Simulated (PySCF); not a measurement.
## Ionisation energy of I³⁺ by level of theory

I³⁺ [Kr] 4d10 5s2 5p2 [5p1/2^2, M_J = 0] → I⁴⁺ [Kr] 4d10 5s2 5p1 [5p1/2^1, M_J = 1/2], as a difference of total energies. All numbers are calculated (PySCF 2.14, the two-component X2C-1e Hamiltonian, in x2c-TZVPPall-2c). Correlated levels: [Ar] 3d10 frozen; the 6 highest virtual spinors dropped. "Screened" scales the spin-orbit matrix elements by Boettger's factors to mimic the two-electron term; Breit and QED terms are absent.

Problem. Order these methods by the ionisation energy they give, lowest first.
A. GHF (spin-free)
B. GMP2 (screened spin-orbit)
C. GHF (screened spin-orbit)
D. GMP2 (spin-free)

Solution. C (38.919 eV), A (39.341 eV), B (39.926 eV), D (40.039 eV).

The spin-free rows relax to the high-spin LS determinant and lack the spin-orbit shift.

Errors of the correlated levels include the incompleteness of this basis and the frozen core.

The labels give the starting determinants; with spin-orbit coupling the two ends relaxed to ⟨J²⟩ = 0.00, ⟨L²⟩ = 1.35, ⟨S²⟩ = 1.35 and ⟨J²⟩ = 0.76, ⟨L²⟩ = 2.04, ⟨S²⟩ = 0.78.

For comparison: 40.357 ± 0.025 eV (measured; NIST Atomic Spectra Database, ionization energies).
